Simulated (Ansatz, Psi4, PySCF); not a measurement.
Cl₂O₂W, triplet, at a GFN2-xTB geometry (such geometries of metal compounds can be far from the true shape) (the multiplicity is a formal guess) (core potentials on W). Base run: B3LYP5/def2-SVPD in PySCF.

Here is a job for PySCF.
```python
from pyscf import gto, scf, dft

mol = gto.Mole()
mol.atom = '''
    W     0.37433821   -0.07415431    0.12270466
    O     1.49271735   -0.62827810   -1.01392940
    O     0.74820365    0.18436419    1.74848290
    Cl   -0.97950147    1.60541944   -0.73627097
    Cl   -1.70452181   -1.07372945   -0.14352742
'''
mol.basis = 'def2-svpd'
mol.ecp = {'W': 'def2-svpd'}
mol.spin = 2
mol.verbose = 4
mol.build()

mf = dft.UKS(mol)
mf.xc = 'b3lyp5'
mf.kernel()
```

The same geometry, method and basis name were run in Ansatz (an electronic-structure program) and Psi4 and PySCF, at each program's defaults and at the settings that a row names. The base is PySCF at its defaults. Differences at the defaults can come from grids, fitting, cores and function types together.

| code and settings | ΔE vs base (mEh) | basis functions | E (Eh) | SCF cycles | dipole (D) |
|---|---|---|---|---|---|
| PySCF, defaults (exact integrals, its default grid, spherical functions) | 0.000 | 135 | -1137.43537 | 15 | 2.91 |
| Psi4, defaults (density fitting with its default set, its default grid, spherical functions) | 0.036 | 135 | -1137.43534 | 14 | 2.91 |
| Ansatz, defaults (factorised integrals, its default grid, spherical functions) | 0.001 | 135 | -1137.43537 | - | - |
| PySCF, density fitting with def2-universal-jkfit | 0.005 | 135 | -1137.43537 | 15 | 2.91 |
| PySCF, fine grid | -0.002 | 135 | -1137.43538 | 16 | 2.91 |
| Psi4, exact integrals, spherical functions, fine grid | -0.007 | 135 | -1137.43538 | 25 | 2.91 |
| Ansatz, high accuracy | -0.002 | 135 | -1137.43538 | - | - |

Open shells are given as the SCF converged; they aren't shown to be the lowest states, and a large step between rows can be another state.
